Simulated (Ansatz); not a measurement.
Consider the ligand exchange at the Si–C bond: `FC([SiH3])[TeH]` + `[SiH3][AlH][SH]` → `[SiH3][AlH][S][SiH3]` + `FC[TeH]`.

Computed with Ansatz on PBE0-D4/def2-TZVP structures; ΔE is electronic, products minus reactants. CBS: MP2 limit from def2 TZ/QZ plus the TZ coupled-cluster correction, frozen cores. def2 core potentials past Kr. For Te outer-core shells are correlated without core-valence functions, which leaves a few kJ/mol of doubt a bond. Each species was taken in one conformer, which may not be the lowest.

```
         level  ΔE (kJ/mol)
   HF/def2-SVP        -79.9
CCSD/CBS(def2)        -74.9
```

Task: What does CCSD(T)/CBS give? (An estimate is asked.)

Result: The calculation gave: -74.8 kJ/mol. The listed levels differ from it by -5.1, -0.1 kJ/mol.

Largest T1 diagnostic among the species: 0.013.

From r2SCAN to r2SCAN0 (25 % exact exchange), in def2-TZVPP and without D4, ΔE moves by −3.4 kJ/mol. The D4 term adds −3.4 kJ/mol with B3LYP and −2.0 kJ/mol with PBE0; it sums over pairs of atoms, weighted by their polarisabilities, and B3LYP, whose exchange is more repulsive, gets the larger term. Leaving LDA and LC-ωPBE aside and taking each functional with its dispersion term where it has one, the values, not all of them listed here, spread over 10.5 kJ/mol, from r2SCAN0-D4 to BLYP-D4.

B3LYP here is the variant with VWN-RPA as its local correlation; programs differ in this.
